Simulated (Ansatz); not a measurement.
The same atomization along the group B, Al, Ga, In.

Gas-phase electronic energies from Ansatz, PBE0-D4/def2-TZVP geometries. CCSD(T)/CBS adds triple-zeta CCSD(T) − MP2 to the extrapolated MP2 energy (def2 sets, frozen cores). This one scheme is used for every species, atoms too. Functionals use def2-TZVPP. B3LYP here is the variant with VWN-RPA as its local correlation; programs differ in this. No spin–orbit coupling; open shells (•) take unrestricted orbitals. Spin–orbit coupling would lower the free atoms: a little for Al, B, O, S; clearly for Ga; strongly for In. def2 core potentials past Kr. For Ga, In outer-core shells are correlated without core-valence functions, so the limit isn't a true one: a few kJ/mol of doubt a bond, and 10 to 20 or more in all where bonds break to atoms. Scalar relativity is left out up to krypton. Each species was taken in one conformer, which may not be the lowest.

```tsv
reaction	B3LYP-D4 (kJ/mol)
`OBS` → 3 H• + B• + O• + S•	2185
`[OH][AlH][SH]` → 3 H• + Al• + O• + S•	1919
`[OH][GaH][SH]` → 3 H• + Ga• + O• + S•	1753
`[OH][InH][SH]` → 3 H• + In• + O• + S•	1621
```

Task: Give the CCSD(T)/CBS values in the same order. (Best estimate.)

Result: Ansatz gave: 2184, 1950, 1796, 1670 kJ/mol.

Largest T1 diagnostic: 0.018, for Al•.

For atomizations the MP2-based limit and the directly extrapolated one differ by several kJ/mol either way, and by 10 to 25 for some Ge, Se and Sn compounds, so smaller differences from it don't rank the levels.
